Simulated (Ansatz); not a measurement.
Geometry optimisation, RKS PBE/def2-SVP (Ansatz 0.2.0).

input.yaml

```yaml
crystal:
  periodic: [false, false, false]
  atoms:
    - { symbol: B, position_ang: [0.0, 0.0, 0.0] }
    - { symbol: Cl, position_ang: [0.0, 0.0, 2.21] }
    - { symbol: Cl, position_ang: [1.6108, 0.0, -0.93] }
    - { symbol: F, position_ang: [-1.1431, 0.0, -0.66] }
    - { symbol: H, position_ang: [0.3134, -1.3788, 0.4698] }
    - { symbol: H, position_ang: [0.2791, -1.2279, 1.3665] }
basis:
  gaussian: { orbitals: def2-SVP }
hamiltonian:
  xc: pbe
relax:
  f_tol: 0.15
  max_steps: 25
  restrain:
    - { distance: [0, 4], at: 1.19, k: 30.0 }
    - { distance: [5, 1], at: 1.37, k: 30.0 }
    - { distance: [0, 1], at: 3.06, k: 30.0 }
    - { distance: [5, 4], at: 1.86, k: 30.0 }
```

Run as:

```bash
$ ansatz run input.yaml --threads 1 --pin off --max-ram 2048MiB --backend cpu --events-out ev --progress --plain --runs-dir out
```

**Question.** Where does it end, and by what steps?

**Answer.** It converged. The restraints hold the end off the free minimum. After 8 steps the energy has fallen by 2.047 eV (the restraints' own energy left out); B1 moved furthest, 0.63 Å.

```csv
step,energy less start (eV),largest force component (eV/Å),accepted
0,0.0000,3.379,yes
1,-0.4269,4.480,yes
2,-1.1560,2.971,yes
3,-1.7841,1.293,yes
4,-1.8916,0.844,yes
5,-1.9076,1.127,yes
6,-2.0010,0.810,yes
7,-2.0392,0.860,yes
8,-2.0473,0.824,yes
```

```xyz
6
Properties=species:S:1:pos:R:3
B 0.113 -0.447 -0.433
Cl 0.118 0.029 2.593
Cl 1.600 0.314 -0.954
F -1.048 0.136 -0.684
H 0.136 -1.543 0.063
H 0.141 -1.097 1.871
```

Run time: 18 s on 1 thread of Arm Neoverse V2 (shared host), peak memory 0.14 GiB.
